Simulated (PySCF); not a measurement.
C₂H₆BO₃, SMILES O(C)B(OC)[O], multiplicity 2. Atoms are numbered in the order given.

```xyz
12

C      0.7281     2.1003     0.0000
O      0.7010     0.6941     0.0000
B     -0.4593    -0.0185     0.0000
O     -1.6484     0.6630     0.0000
O     -0.4871    -1.3681     0.0000
C      0.6913    -2.1351     0.0000
H      0.2348     2.5167    -0.8939
H      0.2348     2.5167     0.8939
H      1.7791     2.4207     0.0000
H      0.7073    -2.7805    -0.8921
H      0.7073    -2.7805     0.8921
H      1.5930    -1.5043     0.0000
```
Charge 0, spin multiplicity 2.

Geometry: PBE0-D3(BJ)/def2-SVP. The isomer is the one that the SMILES or the coordinates give; other isomers of the formula were not compared. The values are those of a single conformer.

Calculation: B3LYP/def2-TZVP (PySCF).

Atomic charges (e):

```
atom  Löwdin  meta-Löwdin  Mulliken spin
----  ------  -----------  -------------
C1     -0.30        -0.10           0.00
O2      0.34        -0.40           0.06
B3       ___         0.57          -0.03
O4       ___        -0.25           0.95
O5      0.35        -0.39           0.01
C6     -0.30        -0.10           0.01
H7       ___         0.11           0.00
H8       ___         0.11           0.00
H9       ___         0.12           0.00
H10      ___         0.11           0.00
H11      ___         0.11           0.00
H12      ___         0.11           0.00
```

Task: Some entries are withheld; supply them. (An estimate is asked for; the answer gives what the named calculation found.)

Result: 
- B3, Löwdin: -1.10
- O4, Löwdin: 0.33
- H7, Löwdin: 0.11
- H8, Löwdin: 0.11
- H9, Löwdin: 0.11
- H10, Löwdin: 0.11
- H11, Löwdin: 0.11
- H12, Löwdin: 0.12

Task: Give the Mayer and Wiberg (Löwdin basis) orders of the bonds. (The exact figures need the calculation; the answer reports its results.)

Result: 
| bond | Mayer | Wiberg |
|---|---|---|
| C1–O2 | 0.91 | 1.41 |
| O2–B3 | 1.20 | 1.79 |
| B3–O4 | 1.25 | 2.03 |
| B3–O5 | 1.28 | 1.85 |
| O5–C6 | 0.89 | 1.41 |
| C1–H7 | 0.97 | 0.93 |
| C1–H8 | 0.97 | 0.93 |
| C1–H9 | 0.97 | 0.94 |
| C6–H10 | 0.97 | 0.94 |
| C6–H11 | 0.97 | 0.94 |
| C6–H12 | 0.97 | 0.92 |
